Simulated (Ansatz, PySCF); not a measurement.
Lewis adduct: BH3 (SMILES B) (first 4 atoms) with AsH3 (SMILES [AsH3]); geometry from B3LYP-D3(BJ)/def2-TZVP, rigid monomers moved along the line of their centres of mass till B1···As5 is 1.88 Å.
(charge 0, multiplicity 1):
```xyz
8

B     -0.005    -0.060     0.630
H     -0.866     0.778     0.579
H     -0.353    -1.182     0.377
H      1.066     0.266     0.193
As     0.337    -0.161     2.477
H     -0.785    -0.551     3.409
H      0.810     1.075     3.204
H      1.385    -1.126     2.976
```

Monomers are frozen at their geometry in the pair; levels with a basis set take the counterpoise correction. Rows marked so take none.

Correlated levels freeze the cores. Filled d and f shells under p-block atoms count as core. CBS(a, b) extrapolates the correlation energy as X⁻³ and adds the Hartree–Fock energy of set b. Rows in 6-31G* carry no dispersion term and start afresh at each structure (6-31G* with six Cartesian d functions); the Pople sets are all-electron and without relativity. MP2/6-31G* freezes PySCF's default core, which leaves 3d correlated.

The values were computed with Ansatz (a program for electronic structure) with Gaussian orbitals; PySCF for 6-31G* rows, the dispersion terms. 

```
level                                  interaction energy (meV)
-------------------------------------  ------------------------
HF/6-31G* (no counterpoise)                              -237.1
HF/aug-cc-pVDZ                                           -269.8
B3LYP/6-31G*                                             -710.4
B3LYP/def2-TZVPPD                                        -840.3
B3LYP-D4/def2-TZVPPD                                     -950.8
PBE0-D4/def2-TZVPPD                                     -1266.6
MP2/6-31G*                                               -651.4
CCSD/aug-cc-pVDZ                                         -628.7
CCSD(T)/CBS(aug-cc-pVDZ, aug-cc-pVTZ)                       ___
```

Question: Complete the blanks.

Answer: 
- CCSD(T)/CBS(aug-cc-pVDZ, aug-cc-pVTZ), interaction energy (meV): -981.1
